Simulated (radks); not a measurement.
The numbers below are computed, except where a source is named.
Question: The mean radii <r> (bohr) of the occupied orbitals of an atom or ion are listed with their occupations. Code: a radial shooting solver on a logarithmic mesh with Libxc functionals. Model: Dirac Kohn-Sham, PBEsol, spin-unpolarised, spherical densities, point nucleus.

| orbital | occ. | <r> |
|---|---|---|
| 1s1/2 | 2 | 0.04150 |
| 2s1/2 | 2 | 0.1833 |
| 2p1/2 | 2 | 0.1574 |
| 2p3/2 | 4 | 0.1614 |
| 3s1/2 | 2 | 0.5304 |
| 3p1/2 | 2 | 0.5335 |
| 3p3/2 | 4 | 0.5440 |
| 3d3/2 | 4 | 0.5526 |
| 3d5/2 | 6 | 0.5565 |
| 4s1/2 | 2 | 1.501 |
| 4p1/2 | 2 | 1.716 |
| 4p3/2 | 2 | 1.747 |

Name the element and its charge. Open shells, if any, fill j = l - 1/2 first.

Answer: Z = 36, krypton, charge +2: Kr2+ in [Ar] 3d10 4s2 4p4. The 1s radius gives Z: for a bare nucleus <r> = (2 gamma + 1)/(2Z) with gamma = sqrt(1 - (Z/c)^2), 0.04069 bohr for Z = 36, and screening makes it slightly larger (0.04150 here). The occupations add up to 34, and the charge is Z minus that.
